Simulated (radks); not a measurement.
The numbers below are computed, except where a source is named.
Ionisation of neutral beryllium, [He] 2s2, to Be+, [He] 2s1, under several functionals. Non-relativistic Kohn-Sham, spin-polarised, spherical densities, point nucleus; open shells are filled with parallel spins first; a radial shooting solver on a logarithmic mesh with Libxc functionals.

| functional | E(Be) (hartree) | Exc (hartree) | IE (eV) | -e(HOMO) (eV) | <r> HOMO (bohr) | IE error (eV) |
|---|---|---|---|---|---|---|
| PW91 | -14.64794 | -2.73845 | 9.049 | 5.638 | 2.605 | -0.274 |
| OLYP | -14.66774 | -2.76360 | 9.015 | 5.484 | 2.612 | -0.308 |
| HCTH/407 | -14.67434 | -2.76631 | 9.394 | 5.749 | 2.616 | +0.071 |
| Wu-Cohen GGA | -14.57406 | -2.65837 | 8.873 | 5.547 | 2.611 | -0.450 |
| MS2 meta-GGA | -14.67689 | -2.77367 | 9.036 | 5.877 | 2.598 | -0.286 |
| LDA (Slater exchange, Perdew-Zunger correlation) | -14.44620 | -2.51382 | 9.043 | 5.606 | 2.619 | -0.280 |
| LDA (Slater exchange, Perdew-Wang correlation) | -14.44647 | -2.51403 | 9.029 | 5.599 | 2.620 | -0.294 |
| BP86 | -14.65944 | -2.75087 | 9.111 | 5.703 | 2.604 | -0.212 |
| exchange-only LDA | -14.22329 | -2.27784 | 7.639 | 4.627 | 2.682 | -1.683 |

NIST Atomic Spectra Database: 9.323 eV (measured). Closest: HCTH/407. The Delta-SCF values span 1.75 eV, the total energies 0.45 hartree. The highest occupied level is 2s.
